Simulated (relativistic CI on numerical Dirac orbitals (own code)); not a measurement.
Hyperfine structure of Pt⁵⁵⁺, mass number 195

Calculated at this level of theory: Dirac-Coulomb-Breit CI, KLI orbitals optimised for each configuration, model QED (radiative potential, 1s self-energy scaled to tabulated hydrogen-like ionisation energies), unscaled Slater integrals (own radial code, finite nucleus).

CI space (outside the closed core [Ne]): 3s²3p⁶3d⁵, 3s²3p⁵3d⁶, 3s²3p⁴3d⁷, 3s3p⁶3d⁶, 3p⁶3d⁷, 3s3p⁵3d⁷, 3s²3p⁶3d⁴4s, 3s²3p⁶3d⁴4p, 3s²3p⁴3d⁶4s, 3s²3p⁵3d⁵4s, 3s²3p⁶3d⁴4f, 3p⁶3d⁶4s, 3s²3p⁶3d³4s², 3s²3p⁶3d⁴5s, 3p⁶3d⁵4s². Levels of other configurations are missing.

Nuclear spin I = 1/2, μ = 0.6073 μN (tables of Stone and Pyykkö). The electronic factors are computed for point nuclear moments, without core polarisation or the Bohr-Weisskopf and QED corrections.

```csv
Level,E (cm⁻¹),A (GHz)
3s²3p⁶3d⁵ ²D3/2,1016485,142.8
3s²3p⁶3d⁵ ⁴D7/2,1423039,55.3
3s²3p⁶3d⁵ ⁴G11/2,1426323,81.57
3s²3p⁶3d⁵ ⁴G9/2,1443671,70.82
```

Levels with J = 0, under 50 % of one LS term, or S terms without an open s electron are left out. Small factors come from cancelling terms and can be off by tens of per cent or more.

At this charge energies of transitions that change n are usually good to better than 1 %, and those within a shell (Δn = 0) to a few per cent.

Q: Give the hyperfine levels of 3s²3p⁶3d⁵ ²D3/2 relative to its centre of gravity.

A: With K = F(F + 1) − I(I + 1) − J(J + 1), E = AK/2: F = 1: -178.5, F = 2: 107.1 GHz.

LS names give the leading component of a level, which can be under half, so a name can repeat, a term be missing and a line seem to break the LS rules.
